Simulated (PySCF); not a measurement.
Correlation energy of Re⁺ (rhenium, charge +1)

[Xe] 4f14 5d5 6p1, high-spin 7P determinant (an excited configuration). Computed with PySCF 2.14 in def2-TZVPPD with the def2 core potential (60 electrons) (6s5p3d2f1g, 59 functions), with a scalar-relativistic core potential. Frozen: 5s2 5p6; 6 electrons correlated.

MP2 pair energies summed by pair of shells (mhartree):

```tsv
pair	energy	share (%)
5d-5d	-51.06	77.9
5d-6p	-14.51	22.1
```

Total MP2 correlation energy: -65.57 mhartree.

Same-spin part -65.57 and opposite-spin part 0.00 mhartree; SCS-MP2 scales them by 1/3 and 6/5 to -21.86 mhartree.
